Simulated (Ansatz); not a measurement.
Molecule: CuI, charge 1, multiplicity 2. The spin state was set by rule; other spins were not relaxed. 
Structure (B3LYP-D3(BJ)/def2-TZVP (Ansatz, a program for electronic structure) minimum search):
```
Cu
I 1 2.4510
```
Charge +1, spin multiplicity 2.

Basis-set convergence of Hartree-Fock and MP2 correlation energies (hartree) with Ansatz. Cores are frozen in the correlated levels unless marked. Open shells are spin-unrestricted. Spin-orbit coupling is left out. Frozen are the shells of the preceding noble gas and the d and f shells that filled before the atom's block. Past Kr the def2 sets carry scalar-relativistic core potentials.

| basis | functions | E(HF) | E(corr, MP2) |
|---|---|---|---|
| def2-SVP | 57 | -1935.13149 | -0.36496 |
| def2-TZVPP | 114 | -1935.37003 | -0.58893 |
| def2-QZVPP | 182 | -1935.41207 | -0.63356 |

Extrapolating the two largest sets (X = 3 and 4) as X^-3: E(corr) = (64·(-0.63356) - 27·(-0.58893))/37 = -0.6661 Eh, an estimate of the basis-set limit. The largest set recovers 95.1 % of it, the smallest 54.8 %.
